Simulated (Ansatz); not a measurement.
GeTe2, relaxed as a triplet with UKS r2SCAN-D4/def2-TZVP in Ansatz, starting from the r2SCAN-D4/def2-TZVP geometry of the neutral singlet. Force threshold 0.02 eV/Å.

In the def2 sets Te takes a core potential; there is no spin–orbit coupling. The relaxation made no stability test and no search for a lower SCF solution. At r2SCAN-D4/def2-TZVP a singlet of charge 0 lies 0.92 eV below the triplet, each at its own geometry. The structure comes from a short search, and lower isomers may exist.

Start:

Cartesian coordinates in Å:
```
Ge 0.962 -1.043 0.175
Te -1.079 -0.205 -1.124
Te 0.118 1.248 0.949
```

Problem. Estimate the energy that the relaxation releases and the steps that it takes.

Solution. 0.42 eV, in 5 steps; 25 s on 4 threads of Arm Neoverse V1 on a shared host. No frequencies were taken in this run, so the end may be a saddle point.

Problem. Does the start keep its bonding and symmetry?

Solution. By distances, no bond broke or formed. The bond that changes most is Te2–Te3, from 2.80 to 3.22 Å (atoms count from 1). Point group C2v at the start, C2v at the end, both within 0.05 Å.

Problem. Predict the relaxed structure.

Solution. 
```xyz
3

Ge    0.901   -0.977    0.164
Te   -1.138   -0.346   -1.273
Te    0.237    1.323    1.109
```
Bond lengths: 2 × Ge–Te 2.57 Å; 1 × Te–Te 3.22 Å.
